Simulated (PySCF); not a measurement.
Electronic absorption of C5H6ClFO

C5H6ClFO.
SMILES: `C1C(OC[C@H](F)Cl)=C1`

Computed with PySCF 2.14.0, density-fitted response routines, TDDFT CAM-B3LYP/def2-SVPD, vertical, gas phase, core orbitals frozen in the response. Isolated species at its GFN2-xTB geometry (one conformer only). Torsions of this conformer, `[F:1][C@H:2]([Cl:3])[CH2:4][O:5][C:6]1=[CH:7][CH2:8]1`: F1–C2–C4–O5 -168°, C2–C4–O5–C6 -95°, C4–O5–C6–C7 173°.

| state | E (eV) | λ (nm) | ν̃ (cm⁻¹) | f | \|μ\| (D) | main configurations (H = HOMO, L = LUMO) |
| --- | --- | --- | --- | --- | --- | --- |
| S1 | 6.38 | 194.3 | 51450 | 0.019 | 0.89 | H→L+1 (35%), H→L+2 (22%), H→L (19%) |
| S2 | 6.49 | 191.1 | 52340 | 0.134 | 2.33 | H→L+4 (38%), H→L+2 (30%), H→L+3 (18%) |
| S3 | 6.72 | 184.5 | 54210 | 0.0015 | 0.24 | H→L (74%), H→L+2 (11%), H→L+1 (8%) |
| S4 | 6.99 | 177.3 | 56400 | 0.017 | 0.81 | H→L+3 (37%), H→L+4 (36%), H→L+6 (9%) |
| S5 | 7.16 | 173.1 | 57770 | 0.0016 | 0.24 | H→L+5 (71%), H→L+6 (13%) |
| S6 | 7.35 | 168.6 | 59300 | 0.0023 | 0.29 | H→L+1 (42%), H→L+3 (15%), H→L+2 (14%) |
| S7 | 7.48 | 165.8 | 60300 | 0.0027 | 0.31 | H-1→L+4 (31%), H-1→L+2 (27%), H-1→L (12%) |
| S8 | 7.51 | 165.0 | 60600 | 0.0024 | 0.29 | H-2→L (48%), H-1→L+2 (14%), H-1→L (13%) |

Triplets, Tamm–Dancoff:

| state | E (eV) | λ (nm) | main configurations (H = HOMO, L = LUMO) |
| --- | --- | --- | --- |
| T1 | 4.30 | 288.4 | H→L+4 (43%), H→L+2 (40%) |
| T2 | 6.22 | 199.4 | H→L+1 (36%), H→L+3 (28%), H→L (11%) |
| T3 | 6.61 | 187.5 | H→L (59%), H-2→L (15%) |

The lowest singlet lies at 6.38 eV (194 nm, vacuum ultraviolet) and is weak; its leading configuration is HOMO→LUMO+1 (35%). The strongest level in the table is S2 at 6.49 eV (191 nm, f = 0.134). Löwdin shares by element: HOMO carbon 69% or more, oxygen 14% (atoms not listed hold the other 17%); LUMO chlorine 59%, carbon 19% or more, hydrogen 4% or more (atoms not listed hold the other 18%). Of the 8 states listed, 3 reach f = 0.01 and none stays under 0.0005. Orbital energies (eV): HOMO-3 -10.88, HOMO-2 -10.51, HOMO-1 -10.00, HOMO -7.99, LUMO 1.15, LUMO+1 1.29, LUMO+2 1.68. Weighted by f, the mean energy of these states is 6.57 eV. Singlets were solved by full linear response, triplets in the Tamm–Dancoff approximation.

Time: 88 s of wall time; peak memory 1.0 GiB. Hardware: an AMD EPYC with one thread, shared host with 64 logical CPUs at a one-minute load of 59.
